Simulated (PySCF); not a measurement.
# Nuclear quadrupole coupling in `C#CCC(=S)OC`

Compound: C5H6OS.
Cartesian coordinates in Å at the GFN2-xTB level; atoms count from 1:
```xyz
13
C5H6OS angstrom
C      2.7572   -0.8833   -0.4791
C      2.0171   -0.1610    0.1221
C      1.0756    0.7057    0.8078
C     -0.2350    0.6694    0.0642
S     -0.6402    1.7722   -1.0628
O     -0.9899   -0.3596    0.4125
C     -2.2196   -0.5391   -0.2618
H      3.4309   -1.5077   -0.9854
H      0.9291    0.3451    1.8294
H      1.4617    1.7265    0.8192
H     -2.6806   -1.4234    0.1714
H     -2.0495   -0.6793   -1.3322
H     -2.8613    0.3349   -0.1230
```

Field gradients from the PBE0/pcSseg-1 density (PySCF, non-relativistic), principal values in atomic units, ordered |Vxx| ≤ |Vyy| ≤ |Vzz|:

```csv
atom,Vxx,Vyy,Vzz
S5,1.0030,1.5598,-2.5627
O6,-0.6286,-1.0512,1.6798
```

Q: Find the asymmetry η = (Vxx − Vyy)/Vzz and the couplings χ = eQV/h (234.96 MHz × Q in barn × V in au), with Q(33S) = −0.0678 b, Q(17O) = −0.0256 b.

A: 
```csv
atom,environment,nucleus,η,χzz (MHz),χxx (MHz),χyy (MHz)
S5,thiocarbonyl sulfur,33S,0.22,40.83,-15.98,-24.85
O6,oxygen bonded to 2 C,17O,0.25,-10.10,3.78,6.32
```

The tensor is traceless: Vxx + Vyy + Vzz = 0.

Q: What is Vzz at O6 in SI units (1 au = 9.71736 × 10²¹ V/m²)?

A: 1.6798 au = 16.323 × 10²¹ V/m².

Q: What couplings would deuterons (Q(2H) = 0.00286 b) have in place of the hydrogens, at this geometry?

A: 
```
atom  bonded to  bond length (Å)  Vzz (au)     η  χzz (kHz)
  H8         C1            1.049    0.3969  0.01        267
  H9         C3            1.093    0.2967  0.03        199
 H10         C3            1.091    0.2966  0.03        199
 H11         C7            1.087    0.3056  0.08        205
 H12         C7            1.093    0.2921  0.11        196
 H13         C7            1.093    0.2918  0.11        196
```

The structure is a single GFN2-xTB conformer in the gas phase; no vibrational or solvent corrections. GFN2-xTB bond lengths can be off by several hundredths of an ångström, more for odd bonds, and the gradients follow them. With so small a basis the couplings can be 20 % off.

These values come from a run that also computed NMR shieldings. The run took about 50 s of CPU time (one thread, shared machine).
